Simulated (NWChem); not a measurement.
C3H4F2; SMILES F[C@@H]1C[C@H]1F

Results from NWChem. The geometry was optimised at PBE-D3(BJ)/def2-SVP. Level: PBE/def2-SVP with SMD (1 M gas to 1 M solution), gas-phase geometry.

```csv
solvent,dielectric constant,solvation free energy (kcal/mol),cavity-dispersion-structure term (kcal/mol),dipole in solution (D)
water,78.4,-0.7,3.2,1.21
diethyl ether,4.24,-3.9,-0.9,1.15
benzene,2.27,-3.3,-1.2,1.10
chloroform,4.71,-4.1,-1.1,1.15
acetonitrile,35.7,-4.0,-0.2,1.21
anisole,4.22,-3.4,-0.5,1.15
```
